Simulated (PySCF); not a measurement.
Compound: C2H3BF2O2.
Z-matrix (Å and degrees, PBE0-D3(BJ)/def2-SVP geometry), rows numbered from 1:
```
O 
C   1  1.2015
O   2  1.3391  1  123.05
C   2  1.4988  1  124.96  3   178.11
B   4  1.5690  2  112.62  1   -96.38
F   5  1.3159  4  121.94  2   -23.72
F   5  1.3178  4  120.96  2   157.49
H   3  0.9698  2  106.60  1     1.67
H   4  1.0978  2  109.63  1    26.37
H   4  1.1038  2  110.09  1   145.49
```

Computed, not measured: PBE0-D3(BJ)/def2-SVP geometry optimisation, gas phase in PySCF.

Take the most abundant isotopes and a rigid rotor. The values belong to one conformer with, in the numbering `[O:1]=[C:2]([OH:3])[CH2:4][B:5]([F:6])[F:7]`, O1–C2–O3–H 2°, O1–C2–C4–B5 -96°, C2–C4–B5–F6 -24°.

Task: Give the principal moments of inertia and the rotational constants in GHz.

Result: Ia = 98.46, Ib = 316.85, Ic = 352.75 u·Å²; 505379 MHz·u·Å²/I gives 5133, 1595 and 1433 MHz, that is A = 5.1328, B = 1.5950, C = 1.4327 GHz.

Task: Classify the top.

Result: A near-prolate asymmetric top; Ray's κ = -0.912.

Task: What does the inertial defect say?

Result: Not planar: Δ = Ic − Ia − Ib = -62.56 u·Å². For a rigid frame Δ = −2 Σ m c², so Σ m c² = 31.28 u·Å² lies off the ab plane: 3.27 from hydrogen and 28.01 from heavier atoms. The atom farthest from that plane is 1.73 Å away.

Task: Give the other two planar moments, Paa and Pbb, and the rms extents of the mass along the axes.

Result: Paa = Σ m a² = (Ib + Ic − Ia)/2 = 285.57 and Pbb = Σ m b² = (Ia + Ic − Ib)/2 = 67.18 u·Å². With the mass M = 108.02 u, the rms extents √(P/M) along a, b and c are 1.63, 0.79, 0.54 Å.

Task: Give the coordinates in the principal-axis frame, origin at the centre of mass.

Result: The sense of each axis is arbitrary; atoms in the order of the calculation.
```tsv
atom	mass (u)	a (Å)	b (Å)	c (Å)
O1	15.995	1.943	-0.777	-0.851
C2	12.000	1.356	-0.254	0.057
O3	15.995	1.775	0.875	0.644
C4	12.000	0.066	-0.744	0.641
B5	11.009	-1.185	-0.011	0.042
F6	18.998	-1.099	1.187	-0.496
F7	18.998	-2.379	-0.568	0.079
H8	1.008	2.578	1.149	0.175
H9	1.008	-0.023	-1.827	0.483
H10	1.008	0.043	-0.548	1.727
```

Task: Which lines would a microwave search look for?

Result: The dipole components are |μa| = 0.40 D, |μb| = 0.35 D, |μc| = 1.69 D. The squared components, which scale the intensities, stand as 0.06 : 0.04 : 1.00 (a : b : c). Some lines, for components of 0.1 D or more:

```json
{"type": "a", "branch": "Q", "J(Ka,Kc)": "2(1,1) ← 2(1,2)", "MHz": "487", "lower level (cm⁻¹)": "0.416"}
{"type": "a", "branch": "Q", "J(Ka,Kc)": "4(1,3) ← 4(1,4)", "MHz": "1622", "lower level (cm⁻¹)": "1.103"}
{"type": "b", "branch": "Q", "J(Ka,Kc)": "2(1,1) ← 2(0,2)", "MHz": "3868", "lower level (cm⁻¹)": "0.303"}
{"type": "a", "branch": "R", "J(Ka,Kc)": "2(0,2) ← 1(0,1)", "MHz": "6050", "lower level (cm⁻¹)": "0.101"}
{"type": "a", "branch": "R", "J(Ka,Kc)": "3(1,3) ← 2(1,2)", "MHz": "8836", "lower level (cm⁻¹)": "0.416"}
{"type": "a", "branch": "R", "J(Ka,Kc)": "3(0,3) ← 2(0,2)", "MHz": "9061", "lower level (cm⁻¹)": "0.303"}
{"type": "b", "branch": "Q", "J(Ka,Kc)": "3(2,1) ← 3(1,2)", "MHz": "10401", "lower level (cm⁻¹)": "0.743"}
{"type": "b", "branch": "Q", "J(Ka,Kc)": "2(2,0) ← 2(1,1)", "MHz": "10619", "lower level (cm⁻¹)": "0.432"}
{"type": "b", "branch": "Q", "J(Ka,Kc)": "5(2,4) ← 5(1,5)", "MHz": "12094", "lower level (cm⁻¹)": "1.594"}
{"type": "a", "branch": "R", "J(Ka,Kc)": "4(2,2) ← 3(2,1)", "MHz": "12161", "lower level (cm⁻¹)": "1.090"}
{"type": "a", "branch": "R", "J(Ka,Kc)": "4(1,3) ← 3(1,2)", "MHz": "12424", "lower level (cm⁻¹)": "0.743"}
{"type": "c", "branch": "R", "J(Ka,Kc)": "3(1,2) ← 2(0,2)", "MHz": "13191", "lower level (cm⁻¹)": "0.303"}
{"type": "a", "branch": "R", "J(Ka,Kc)": "5(1,4) ← 4(1,3)", "MHz": "15519", "lower level (cm⁻¹)": "1.157"}
{"type": "c", "branch": "Q", "J(Ka,Kc)": "4(3,2) ← 4(2,2)", "MHz": "18031", "lower level (cm⁻¹)": "1.495"}
{"type": "c", "branch": "R", "J(Ka,Kc)": "5(1,4) ← 4(0,4)", "MHz": "20016", "lower level (cm⁻¹)": "1.007"}
{"type": "c", "branch": "R", "J(Ka,Kc)": "3(2,2) ← 2(1,2)", "MHz": "20183", "lower level (cm⁻¹)": "0.416"}
{"type": "b", "branch": "R", "J(Ka,Kc)": "3(2,1) ← 2(1,2)", "MHz": "20211", "lower level (cm⁻¹)": "0.416"}
{"type": "b", "branch": "R", "J(Ka,Kc)": "5(2,4) ← 4(1,3)", "MHz": "25182", "lower level (cm⁻¹)": "1.157"}
{"type": "c", "branch": "Q", "J(Ka,Kc)": "4(4,1) ← 4(3,1)", "MHz": "25322", "lower level (cm⁻¹)": "2.097"}
{"type": "c", "branch": "R", "J(Ka,Kc)": "5(3,2) ← 4(2,2)", "MHz": "33191", "lower level (cm⁻¹)": "1.495"}
{"type": "c", "branch": "R", "J(Ka,Kc)": "5(3,3) ← 4(2,3)", "MHz": "33269", "lower level (cm⁻¹)": "1.493"}
```

Task: Estimate the classical rotational partition function at 25 K, 100 K and 200 K.

Result: Point group C1, symmetry number σ = 1; q = (√π/σ)·√((kT/h)³/(ABC)), k/h = 20836.6 MHz/K: 6150 at 25 K, 49200 at 100 K, 139000 at 200 K.

PBE0-D3(BJ)/def2-SVP frequencies: not computed here. Constants of a rigid frame at the computed geometry: no zero-point averaging, no centrifugal distortion. Quadrupole hyperfine structure (11B) is left out.

Time: 90 s of wall time; peak memory 0.46 GiB. Hardware: one thread of an Arm Neoverse V1, shared host with 32 logical CPUs at a one-minute load of 21. That covers the optimisation of the geometry.
